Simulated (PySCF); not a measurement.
Computed shifts of a molecule C4H7ClSi, PBE/pcSseg-1 (PySCF), GIAO, gas phase, atoms alike by connectivity averaged where their shifts nearly agree, in ppm (number of nuclei): ²⁹Si: -64.8 (1). ¹³C: 142.2 (1), 141.8 (1), 48.9 (1), 29.5 (1). ¹H: 6.23 (1), 4.21 (3), 3.36 (1), 2.83 (1), 2.74 (1). References: ²⁹Si against TMS (σ = 335.4 ppm); ¹³C against TMS (σ = 182.0 ppm); ³⁵Cl against HCl (σ = 936.5 ppm); ¹H against TMS (σ = 31.49 ppm), references at their B3LYP-D3(BJ)/def2-TZVP geometries, non-relativistic (without spin–orbit terms, shifts of atoms bonded to Cl or Br come out too high). Geometry optimised at B3LYP-D3(BJ)/def2-SVP. One conformer was computed; it need not be the lowest.

Problem. Which molecule gave these data?
A. C=C/C=C(/[SiH3])Cl
B. [SiH3][C@@H]1C=C(Cl)C1
C. C=C[SiH](Cl)C=C
D. CC([SiH3])=C=CCl

Solution. B, [SiH3][C@@H]1C=C(Cl)C1
